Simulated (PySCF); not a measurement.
Constitutional and geometric isomers with formula C2H4S3. Gas-phase values, no solvent. One relaxed conformer stands for each flexible species; it need not be the lowest. Strings in code marks are SMILES.

Computed with PBE-D3(BJ)/def2-TZVP // PBE0-D3(BJ)/def2-TZVP run with PySCF. Excitations are Tamm–Dancoff values on a coarser integration grid. The basis has no diffuse functions, so Rydberg states are missing or too high.

```
species                          T1 excitation (TDA) (eV)  S1–T1 gap (TDA) (eV)  HOMO (eV)  LUMO (eV)  S1 oscillator strength
-------------------------------  ------------------------  --------------------  ---------  ---------  ----------------------
`C=C(S)SS`                                           3.59                  0.38        ___      -1.84                     ___
`C(=S)CSS`                                            ___                  0.53      -5.33        ___                   0.002
`S=C(S)CS`                                           2.12                   ___      -5.50      -3.16                   0.002
`S/C=C/SS`                                           3.07                  0.81      -5.40      -2.01                   0.083
`S(/C=C\S)S`                                          ___                  0.66      -5.43      -2.21                     ___
`SC1SCS1` (H–S–C–S torsion 94°)                      3.14                  0.30      -5.59      -2.26                     ___
`SC=C(S)S`                                           3.23                  0.59      -5.09      -1.44                   0.001
```

### Question
What belongs in the gaps?

### Answer

- `C=C(S)SS`, HOMO (eV): -5.66
- `C=C(S)SS`, S1 oscillator strength: 0.005
- `C(=S)CSS`, T1 excitation (TDA) (eV): 1.79
- `C(=S)CSS`, LUMO (eV): -3.26
- `S=C(S)CS`, S1–T1 gap (TDA) (eV): 0.42
- `S(/C=C\S)S`, T1 excitation (TDA) (eV): 2.94
- `S(/C=C\S)S`, S1 oscillator strength: 0.048
- `SC1SCS1` (H–S–C–S torsion 94°), S1 oscillator strength: 0.001
